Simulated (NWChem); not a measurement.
System: C3H4FNSi; SMILES F[Si@@H]1C=CN=C1

```xyz
10

F     -0.0530    -2.0679     0.5930
Si     0.0097    -0.7898    -0.3968
C      1.3378     0.4556    -0.0272
C      0.6930     1.6099     0.2223
N     -0.7563     1.6769     0.2080
C     -1.3096     0.5437    -0.0519
H     -0.0134    -1.3123    -1.7874
H      2.4195     0.3895    -0.0317
H      1.1737     2.5600     0.4433
H     -2.3989     0.5043    -0.0942
```
Atoms are numbered in this order, from 1.

Level: B3LYP/6-31G* (spherical d) (NWChem), optimised geometry, unscaled harmonic frequencies. B3LYP is NWChem's, with the RPA form of VWN correlation.

Question: List the harmonic frequencies with IR intensities, and the thermochemistry.

Answer: 
```
frequency (cm⁻¹)  IR intensity (km/mol)
----------------  ---------------------
146                                 5.9
193                                 5.9
389                                12.4
420                                13.2
505                                20.0
618                                 3.5
683                                20.5
752                                37.0
775                                26.5
834                                15.9
865                                 4.6
888                                19.7
924                               111.2
955                               181.5
1004                                0.3
1152                               19.2
1318                                6.1
1358                               19.1
1571                               15.1
1631                               30.8
2266                              145.3
3152                               17.1
3200                               20.5
3241                                3.2
```

```yaml
zero_point_energy: 41.2 kcal/mol
thermal correction to the enthalpy at 298.15 K (with zero-point energy): 45.4 kcal/mol
heat capacity Cv: 20.7 cal/(mol K)
entropy at 298.15 K and 1 atm (symmetry number 1): 76.1 cal/(mol K)
dipole_moment: 1.23 D
```

Rigid rotor and harmonic oscillator.
